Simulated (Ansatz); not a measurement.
Frontier orbitals of B₂Cl₂F₂H₂, SMILES `F[B@H-]1[Cl+][B@H-](F)[Cl+]1`.

The species carries charge 0 and has multiplicity 1. The geometry is a stationary point of PBE0-D4/def2-TZVP. Basis def2-TZVPP, Ansatz.

```
 functional  HOMO (eV)  LUMO (eV)  gap (eV)
LDA (SPW92)      -7.89      -1.92      5.97
        PBE      -7.81      -1.68      6.13
       BLYP      -7.73      -1.55      6.18
     B97M-V      -8.28      -1.37      6.91
       PBE0      -9.25      -0.69      8.56
    r2SCAN0      -9.49      -0.52      8.97
    ωB97X-V     -11.66       1.55     13.21
    ωB97M-V     -11.49       1.37     12.86
```

A quarter of exact exchange (PBE0) shifts PBE's HOMO by −1.44 eV and its LUMO by +0.99 eV; full exchange at long range (ωB97M-V) shifts them by −3.68 and +3.04 eV. The gap opens from 6.13 to 12.86 eV, since occupied levels lose self-interaction and empty ones feel all the electrons. A positive LUMO is unbound and depends on the basis.
